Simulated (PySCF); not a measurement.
Dissociation curve of SMILES BB (H4B2). The B1–B4 bond (B1 also carries H, H; B4 carries H, H) is stretched with both fragments frozen at the PBE0/def2-TZVP optimised geometry.

Computed with CCSD(T) on UHF/cc-pVDZ, 2 core orbitals frozen (PySCF 2.14.0).

Relative to R = 1.69 Å, what are the energies at R = 1.39, 1.88, 3.28, 4.86 Å?

115.1 kJ/mol at 1.39 Å, 27.9 kJ/mol at 1.88 Å, 397.1 kJ/mol at 3.28 Å, 443.3 kJ/mol at 4.86 Å.

The unrestricted determinant behind UCCSD(T) is spin-contaminated at 2.69 to 5.69 Å (<S²> up to 1.0, against 0.00 for a pure singlet).
